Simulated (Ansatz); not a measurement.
```xyz
7

Co    0.0000    0.0000    0.0000
F     0.0000    0.0000    1.9000
F     0.0000    0.0000   -1.9000
F     1.9000    0.0000    0.0000
F    -1.9000    0.0000    0.0000
F     0.0000    1.9000    0.0000
F     0.0000   -1.9000    0.0000
```

Basis set: def2-TZVP on F; pcseg-2 on Co. Charge -3. Computed with Ansatz (development build ahead of 0.2.0); the lowest solution found for each multiplicity.

Task: How do the multiplicities compare at this shape? Give, from the lowest of each method, PBE0 (unrestricted) for 1, 5; PBE0 (restricted) for 1, 5.

Result:

```
            method  multiplicity  E (eV)  <S²>
PBE0, unrestricted             1   0.371  0.70
PBE0, unrestricted             5   0.000  6.00
  PBE0, restricted             1   0.356  0.00
  PBE0, restricted             5   0.000  6.00
```

Caution: no diffuse functions for an anion; other spin multiplicities may lie lower. Caution for PBE0, unrestricted: the unrestricted determinant is spin contaminated.
